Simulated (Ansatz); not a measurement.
`[OH][Nb]([OH])([F])([F])[F]`, charge 0, multiplicity 1.

Q: Give a relaxed structure at PBE0-D4/def2-TZVP (Ansatz). (An estimate is asked.)

A: The calculation gave: 
```xyz
8

O    -1.203   -0.100   -0.885
Nb    0.462   -0.122   -0.029
O    -0.122    0.741    1.520
F     0.412   -1.981   -0.014
F     2.213   -0.282    0.611
F     1.160    0.967   -1.363
H    -1.901   -0.260   -1.516
H    -1.022    1.038    1.676
```
Point group Cs.
